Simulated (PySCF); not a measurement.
**AsH3 at several levels of theory**

All levels use the PBE0 minimum (singlet; As–H 1.522 Å (×3); H–As–H 92.0° (×3)), basis [As def2-TZVP, H def2-TZVP], no relativity, density fitting, no spin–orbit coupling, PySCF. For vertical energies the ionised species is a doublet (spins chosen at PBE0 and kept). Atomisation goes to high-spin ground-configuration atoms, without zero-point energy. Open shells are unrestricted, also as the reference of the correlated levels. A dash marks a value that was not computed or is not defined at that level.

| level | atomisation (kJ/mol) | vertical IP (eV) | −ε(HOMO) (eV) | gap (eV) | dipole (D) |
| --- | --- | --- | --- | --- | --- |
| CCSD(T) | 877 | 10.37 | – | – | – |
| HF | 622 | 9.43 | 10.37 | 14.18 | 0.32 |
| MP2 | 834 | 10.32 | – | – | – |
| PBE0 | 900 | 10.40 | 7.81 | 8.49 | 0.34 |
| PBE | 912 | 10.40 | 6.69 | 6.50 | 0.29 |
| B3LYP | 932 | 10.53 | 7.63 | 8.04 | 0.23 |
| r2SCAN | 918 | 10.43 | 6.98 | 7.06 | 0.38 |
| wB97X | 943 | 10.50 | 10.11 | 12.87 | 0.33 |

For AsH₃ itself CCSD(T) correlates 18 electrons; T1 = 0.012, D1 = 0.027, (T) = -24 kJ/mol.

**Question.** Which levels differ least and most from CCSD(T) in the atomisation?

**Answer.** Least: PBE0 (+23 kJ/mol); most: HF (-255 kJ/mol). CCSD(T) atomisation energies in a triple-zeta basis lie tens of kJ/mol low, so this is no ranking by accuracy.
